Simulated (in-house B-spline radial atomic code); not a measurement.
The europium ion Eu⁺ is squeezed into an impenetrable sphere of radius R (the orbitals vanish at R). No spin polarisation. Level of theory: scalar-relativistic (X2C) PBE, spherical fractional occupations, Fermi nucleus of rms radius 5.1115 fm; calculated with a radial B-spline atomic code at the basis-set limit.

Energies in eV above the free ion in [Xe] 4f7 6s1:

```
R (bohr)  highest level (eV)  [Xe] 4f7 6s1  [Kr] 4d10 4f8 5s2 5p5 6s1  [Kr] 4d10 4f7 5s2 5p5 5d1 6s1
    9.18               -8.45       0.03258                      21.97                          23.41
    6.05               -6.96         1.138                      23.13                          24.58
    4.99               -4.14         3.687                      25.83                          27.48
    4.01                3.83         12.33                      34.97                          37.36
    3.63                10.7         21.05                      44.07                          47.15
    3.24                22.7          38.6                      62.13                          66.47
    2.75                52.2         91.05                        115                          122.9
    2.14                 146         315.5                      335.3                          358.3
    1.86                 242           605                      614.4                          657.2
     1.5                 498          1562                       1527                           1632
```

Problem. Does [Kr] 4d10 4f8 5s2 5p5 6s1 fall below [Xe] 4f7 6s1 under compression?

Solution. Yes, between R = 1.86 and 1.5 bohr the order changes (near 1.78 bohr by linear interpolation).

Problem. Does [Kr] 4d10 4f7 5s2 5p5 5d1 6s1 fall below [Xe] 4f7 6s1 under compression?

Solution. No, it stays above over the whole range.

The highest level is first positive in the row R = 4.01 bohr, pushed up by confinement above the zero of the free ion's potential. Each configuration is held fixed and needn't be the lowest in the sphere.
